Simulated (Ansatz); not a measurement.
Geometry optimisation, RKS PBE0/def2-SVP in Ansatz 0.2.0.

input.yaml

```yaml
crystal:
  periodic: [false, false, false]
  atoms:
    - { symbol: Al, position_ang: [0.060337, -0.376787, 0.048757] }
    - { symbol: Cl, position_ang: [-0.055165, -0.871486, 2.183692] }
    - { symbol: H, position_ang: [1.423944, 0.000687, -0.617909] }
    - { symbol: O, position_ang: [-1.340074, -0.485972, -0.901366] }
    - { symbol: H, position_ang: [-2.20471, -0.783928, -0.609494] }
    - { symbol: P, position_ang: [-0.258902, 2.953399, 1.005671] }
    - { symbol: H, position_ang: [-1.685696, 2.976499, 0.954709] }
    - { symbol: H, position_ang: [-0.219444, 3.376572, 2.369875] }
    - { symbol: H, position_ang: [-0.233689, 1.584016, 1.418466] }
basis:
  gaussian: { orbitals: def2-SVP }
hamiltonian:
  xc: pbe0
relax:
  f_tol: 0.03
  max_steps: 50
output:
  orbitals: {}
```

Command:

```bash
$ ansatz run input.yaml --threads 2 --pin off --max-ram 3072MiB --backend cpu --events-out ev --progress --plain --runs-dir out
```

Q: Where does it end, and by what steps?

A: The forces met the threshold. After 26 steps the energy has fallen by 0.636 eV; H9 moved furthest, 1.63 Å. Joined: Al1–P6 (3.48 → 2.57 Å).

```json
{"step": "0", "energy less start (eV)": "0.0000", "largest force component (eV/Å)": "1.000", "accepted": "yes"}
{"step": "1", "energy less start (eV)": "-0.0691", "largest force component (eV/Å)": "0.419", "accepted": "yes"}
{"step": "2", "energy less start (eV)": "-0.0795", "largest force component (eV/Å)": "0.086", "accepted": "yes"}
{"step": "3", "energy less start (eV)": "-0.0809", "largest force component (eV/Å)": "0.106", "accepted": "yes"}
{"step": "4", "energy less start (eV)": "-0.0820", "largest force component (eV/Å)": "0.073", "accepted": "yes"}
{"step": "5", "energy less start (eV)": "-0.0835", "largest force component (eV/Å)": "0.142", "accepted": "yes"}
{"step": "6", "energy less start (eV)": "-0.0866", "largest force component (eV/Å)": "0.128", "accepted": "yes"}
{"step": "7", "energy less start (eV)": "-0.0880", "largest force component (eV/Å)": "0.385", "accepted": "yes"}
{"step": "8", "energy less start (eV)": "-0.0945", "largest force component (eV/Å)": "0.234", "accepted": "yes"}
{"step": "9", "energy less start (eV)": "-0.1108", "largest force component (eV/Å)": "0.397", "accepted": "yes"}
{"step": "10", "energy less start (eV)": "-0.1356", "largest force component (eV/Å)": "0.774", "accepted": "yes"}
{"step": "11", "energy less start (eV)": "-0.1919", "largest force component (eV/Å)": "0.995", "accepted": "yes"}
{"step": "12", "energy less start (eV)": "-0.3032", "largest force component (eV/Å)": "0.812", "accepted": "yes"}
{"step": "13", "energy less start (eV)": "-0.4330", "largest force component (eV/Å)": "0.728", "accepted": "yes"}
{"step": "14", "energy less start (eV)": "-0.5085", "largest force component (eV/Å)": "0.632", "accepted": "yes"}
{"step": "15", "energy less start (eV)": "-0.5410", "largest force component (eV/Å)": "0.651", "accepted": "yes"}
{"step": "16", "energy less start (eV)": "-0.5836", "largest force component (eV/Å)": "0.349", "accepted": "yes"}
{"step": "17", "energy less start (eV)": "-0.6000", "largest force component (eV/Å)": "0.227", "accepted": "yes"}
{"step": "18", "energy less start (eV)": "-0.6074", "largest force component (eV/Å)": "0.126", "accepted": "yes"}
{"step": "19", "energy less start (eV)": "-0.6155", "largest force component (eV/Å)": "0.102", "accepted": "yes"}
{"step": "20", "energy less start (eV)": "-0.6205", "largest force component (eV/Å)": "0.249", "accepted": "yes"}
{"step": "21", "energy less start (eV)": "-0.6251", "largest force component (eV/Å)": "0.194", "accepted": "yes"}
{"step": "22", "energy less start (eV)": "-0.6326", "largest force component (eV/Å)": "0.061", "accepted": "yes"}
{"step": "23", "energy less start (eV)": "-0.6328", "largest force component (eV/Å)": "0.143", "accepted": "yes"}
{"step": "24", "energy less start (eV)": "-0.6354", "largest force component (eV/Å)": "0.092", "accepted": "yes"}
{"step": "25", "energy less start (eV)": "-0.6361", "largest force component (eV/Å)": "0.031", "accepted": "yes"}
{"step": "26", "energy less start (eV)": "-0.6363", "largest force component (eV/Å)": "0.018", "accepted": "yes"}
```

```xyz
9
Properties=species:S:1:pos:R:3
Al 0.024 -0.011 0.018
Cl 0.448 -0.997 1.878
H 1.233 0.474 -0.878
O -1.446 -0.408 -0.766
H -2.101 -1.026 -0.440
P -0.562 2.172 1.232
H -1.043 3.333 0.571
H 0.478 2.766 1.991
H -1.545 2.069 2.247
```

Whether the end is a true minimum wasn't checked by a vibrational analysis.

Time of the run: 62 s on 2 threads of Arm Neoverse V1 (shared host), peak memory 0.19 GiB.
